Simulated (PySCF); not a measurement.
Stepwise substitution at one centre (Sn F-C2H5). All species are isolated molecules in the gas phase. One relaxed conformer stands for each flexible species; it need not be the lowest. Strings in code marks are SMILES.

These are PBE-D3(BJ)/def2-TZVP // PBE0-D4/def2-SVP (PySCF) values and carry that method's errors. 

```
species                                                                                                S1 oscillator strength  LUMO (eV)
-----------------------------------------------------------------------------------------------------  ----------------------  ---------
0 of 4 F replaced by C2H5 (`[F][Sn]([F])([F])[F]`)                                                                      0.000          ?
1 of 4 F replaced by C2H5 (`C[CH2][Sn]([F])([F])[F]`)                                                                   0.225      -2.95
2 of 4 F replaced by C2H5 (`C[CH2][Sn]([F])([F])[CH2]C` (C–C–Sn–F torsion 17°, F–Sn–C–C torsion 46°))                       ?      -1.50
4 of 4 F replaced by C2H5                                                                                               0.008      -0.24
```

Task: What belongs in the gaps?

Result: 
- 0 of 4 F replaced by C2H5 (`[F][Sn]([F])([F])[F]`), LUMO (eV): -4.91
- 2 of 4 F replaced by C2H5 (`C[CH2][Sn]([F])([F])[CH2]C` (C–C–Sn–F torsion 17°, F–Sn–C–C torsion 46°)), S1 oscillator strength: 0.143
